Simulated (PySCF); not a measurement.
# Kr(2+) (krypton, charge +2) across methods

[Ar] 3d10 4s1 4p5, 4s spin antiparallel (an excited configuration). Calculation: PySCF 2.14, in dyall-av2z (16s12p8d, 92 functions); no relativity, point nucleus. The B2PLYP total includes its PT2 part (frozen core); its orbital energies are those of the SCF part.

```csv
method,E (hartree),mean ε 4s β (eV),mean ε 4p β (eV),mean ε 4p α (eV),Σ⟨r²⟩ (bohr²),⟨S²⟩
BHandHLYP,-2751.745,-50.466,-34.739,-33.785,27.12,1.001
CAM-B3LYP,-2751.905,-49.818,-34.624,-34.180,27.02,1.000
UHF,-2749.97586,-54.301,-37.355,-35.197,27.41,1.003
B2PLYP,-2751.347,-50.483,-34.707,-33.678,27.16,1.001
PBE,-2751.409,-45.745,-31.433,-31.553,26.92,1.000
r2SCAN,-2751.752,-46.576,-31.979,-31.911,26.94,1.001
LDA,-2748.123,-46.002,-31.550,-31.729,26.89,1.000
revPBE,-2751.584,-45.668,-31.399,-31.501,26.90,1.000
```

(1) Estimate the same row for PBE0.

With the s spin flipped the determinant is a mixture of two multiplicities, not a spectroscopic state.

## Answers

(1) E (hartree) = -2751.466; mean ε 4s β (eV) = -48.156; mean ε 4p β (eV) = -33.166; mean ε 4p α (eV) = -32.768; Σ⟨r²⟩ (bohr²) = 26.97; ⟨S²⟩ = 1.001.
